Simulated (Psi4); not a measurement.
Sb2, charge +1, doublet, at a GFN2-xTB geometry (a state made from the parent by changing its charge; the spin is typed, not shown lowest) (all electrons, no relativity); BHHLYP/STO-3G run with Psi4.

The Psi4 input:
```
memory 2 GB

molecule {
1 2
  Sb   -0.00000000   -0.00000000   -1.34486088
  Sb    0.00000000    0.00000000    1.34486088
}

set basis sto-3g
set reference uks
set scf_type pk
set puream true
set d_convergence 1e-8
set dft_radial_points 99
set dft_spherical_points 590

energy('bhhlyp')
print_variables()
```

Problem. Write the output that Psi4 gives for this input, abridged.

Solution. 
```
   => Loading Basis Set <=

    Name: STO-3G
    Role: ORBITAL
    Keyword: BASIS

         ---------------------------------------------------------
                                   SCF
               by Justin Turney, Rob Parrish, Andy Simmonett
                          and Daniel G. A. Smith
                              UKS Reference
         ---------------------------------------------------------

  ==> Geometry <==

    Molecular point group: d2h
    Full point group: D_inf_h

    Geometry (in Angstrom), charge = 1, multiplicity = 2:

       Center              X                  Y                   Z               Mass
    ------------   -----------------  -----------------  -----------------  -----------------
         SB           0.000000000000     0.000000000000    -1.344860880000   120.903812000000
         SB           0.000000000000     0.000000000000     1.344860880000   120.903812000000

  Running in d2h symmetry.

  Rotational constants: A = ************  B =      0.03855  C =      0.03855 [cm^-1]
  Rotational constants: A = ************  B =   1155.55997  C =   1155.55997 [MHz]
  Nuclear repulsion =  511.722047024176447

  Charge       = 1
  Multiplicity = 2
  Electrons    = 101
  Nalpha       = 51
  Nbeta        = 50

  ==> Algorithm <==

  SCF Algorithm Type is PK.
  DIIS enabled.
  MOM disabled.
  Fractional occupation disabled.
  Guess Type is SAD.
  Energy threshold   = 1.00e-06
  Density threshold  = 1.00e-08
  Integral threshold = 1.00e-12

  ==> Primary Basis <==

  Basis Set: STO-3G
    Blend: STO-3G
    Number of shells: 22
    Number of basis functions: 54
    Number of Cartesian functions: 58
    Spherical Harmonics?: true
    Max angular momentum: 2

  ==> DFT Potential <==

   => LibXC <=

    Version 7.1.2
    S. Lehtola, C. Steigemann, M. J. T. Oliveira, and M. A. L. Marques,  SoftwareX 7, 1–5 (2018) (10.1016/j.softx.2017.11.002)

   => Composite Functional: BHANDHLYP <=

    BHandHLYP Hyb-GGA Exchange-Correlation Functional

    A. D. Becke,  J. Chem. Phys. 98, 1372 (1993) (10.1063/1.464304)
    Defined through Gaussian implementation.

    Deriv               =              1
    GGA                 =           TRUE
    Meta                =          FALSE

    Exchange Hybrid     =           TRUE
    MP2 Hybrid          =          FALSE

   => Exchange Functionals <=

    0.5000         Becke 88

   => Exact (HF) Exchange <=

    0.5000               HF

   => Correlation Functionals <=

[...]
   @S^2 Observed:                7.502929186E-01
   @S   Expected:                5.000000000E-01
   @S   Observed:                5.000000000E-01

    Orbital Energies [Eh]
    ---------------------

    Alpha Occupied:

[...]
    Alpha Virtual:

[...]
    Beta Occupied:

[...]
    Beta Virtual:

[...]
      13B1u   -0.048377

    Final Occupation by Irrep:
             Ag   B1g   B2g   B3g    Au   B1u   B2u   B3u
    DOCC [    13,    2,    5,    5,    2,   12,    5,    6 ]
    SOCC [     0,    0,    0,    0,    0,    0,    1,    0 ]
    NA   [    13,    2,    5,    5,    2,   12,    6,    6 ]
    NB   [    13,    2,    5,    5,    2,   12,    5,    6 ]

  @UKS Final Energy: -12507.00535255620889

   => Energetics <=

    Nuclear Repulsion Energy =            511.7220470241764474
    One-Electron Energy =              -18264.3935055600268242
    Two-Electron Energy =                5414.3526715032212451
    DFT Exchange-Correlation Energy =    -168.6865655235791337
    Empirical Dispersion Energy =           0.0000000000000000
    VV10 Nonlocal Energy =                  0.0000000000000000
    Total Energy =                     -12507.0053525562088907

  UHF NO Occupations:
  HONO-2 :    5B3g 1.9999969
  HONO-1 :   12B1u 1.9998566
  HONO-0 :    6B2u 1.0000000
  LUNO+0 :   13B1u 0.0001434
  LUNO+1 :    6B3g 0.0000031
  LUNO+2 :    6B2g 0.0000000

Computation Completed

Properties will be evaluated at   0.000000,   0.000000,   0.000000 [a0]

Properties computed using the SCF density matrix

 Multipole Moments:

 ------------------------------------------------------------------------------------
     Multipole            Electronic (a.u.)      Nuclear  (a.u.)        Total (a.u.)
 ------------------------------------------------------------------------------------

 L = 1.  Multiply by 2.5417464519 to convert [e a0] to [Debye]
 Dipole X            :          0.0000000            0.0000000            0.0000000
 Dipole Y            :          0.0000000            0.0000000            0.0000000
 Dipole Z            :          0.0000000            0.0000000            0.0000000
 Magnitude           :                                                    0.0000000

 ------------------------------------------------------------------------------------

  Variable Map:
  ----------------------------------------------------------------------------
[...]
  Array Variable Map:
  ----------------------------------------------------------------------------
[...]
[...]
```
